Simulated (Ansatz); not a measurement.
Start from `[NH2][GeH]([OH])[SH]` and change one atom or group to get `[CH3][GeH]([NH2])[SH]`.

Ansatz, PBE0-D4/def2-TZVP geometries, multiplicity 1. Each molecule was computed in one conformer, which needn't be the lowest.

Scalar relativity is left out up to krypton.

| property | `[NH2][GeH]([OH])[SH]` |
| --- | --- |
| size of the dipole moment (ωB97M-V/def2-TZVPP) / D | 1.19 |
| HOMO energy (PBE0/def2-TZVPP) / eV | -7.43 |
| LUMO energy (PBE0/def2-TZVPP) / eV | 0.24 |
| LUMO energy (PBE/def2-TZVPP) / eV | -0.69 |
| size of the dipole moment (PBE/def2-TZVPP) / D | 1.02 |
| size of the dipole moment (B3LYP/def2-TZVPP) / D | 1.16 |

Task: What does the change do to each property? (Best estimate.)

Result: The calculation gave: 
| property | `[CH3][GeH]([NH2])[SH]` | shift |
| --- | --- | --- |
| size of the dipole moment (ωB97M-V/def2-TZVPP) / D | 2.31 | 1.12 |
| HOMO energy (PBE0/def2-TZVPP) / eV | -7.10 | 0.33 |
| LUMO energy (PBE0/def2-TZVPP) / eV | 0.47 | 0.23 |
| LUMO energy (PBE/def2-TZVPP) / eV | -0.44 | 0.25 |
| size of the dipole moment (PBE/def2-TZVPP) / D | 2.21 | 1.19 |
| size of the dipole moment (B3LYP/def2-TZVPP) / D | 2.28 | 1.12 |

With PBE0 the HOMO rises by 0.33 eV and the LUMO rises by 0.23 eV, so the gap narrows by about 0.10 eV. PBE moves the HOMO by 0.24 eV and ωB97M-V by 0.36 eV. Dipoles are sizes alone; their direction can turn.

B3LYP here is the variant with VWN-RPA as its local correlation; programs differ in this.
